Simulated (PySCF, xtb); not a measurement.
BO, SMILES O=[B], multiplicity 2.

Harmonic wavenumbers (cm⁻¹) from GFN2-xTB run with xtb at its own minimum, in rising order: 2091.

Question: What does PBE-D3(BJ)/def2-TZVPD run with PySCF give at its own minimum? (Estimate from the structure and the level; the computed values follow.)

Answer: 1853. Paired by order, the mean absolute difference is 238 cm⁻¹ and the zero-point energies are 3.0 and 2.6 kcal/mol.
